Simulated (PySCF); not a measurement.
# C₆ coefficients of unlike pairs at PBE0

Calculated with PySCF 2.14 from the dipole response of each species, C₆(A,B) = (3/π) ∫ α_A(iu) α_B(iu) du, in atomic units, from isotropic polarisabilities. For ions this is the dispersion term alone; charge-induced terms of lower order in 1/R come first.

| species | configuration | basis | relativity | α (bohr³) | C₆ (like pair) |
| --- | --- | --- | --- | --- | --- |
| Fe⁺ | [Ar] 3d6 4s1 (6D) | aug-cc-pVTZ-DK (8s7p5d3f2g) | spin-free X2C | 26.40 | 131.9 |
| V⁺ | [Ar] 3d4 (5D) | aug-cc-pVTZ (8s7p5d3f2g) | none | 15.84 | 59.86 |
| Pd³⁺ | [Kr] 4d7 (4F) | x2c-TZVPPall with one added diffuse shell each of s, p, d, f type (9s7p7d3f1g) | spin-free X2C | 4.249 | 19.22 |
| Al⁺ | [Ne] 3s2 (1S) | aug-cc-pV(T+d)Z (6s5p4d2f) | none | 24.73 | 126.5 |

(1) Estimate C₆ for Al⁺ with V⁺.

No spin-orbit coupling is included.

The other pairs:

```
     pair     C₆
Pd³⁺, Fe⁺  40.18
 Pd³⁺, V⁺  30.05
Al⁺, Pd³⁺  36.87
 Al⁺, Fe⁺  128.4
  V⁺, Fe⁺  87.60
```

## Answers

(1) The integral gives 84.25. The combination rule 2 C_A C_B / (C_A α_B/α_A + C_B α_A/α_B) gives 86.80 and the geometric mean 87.01.
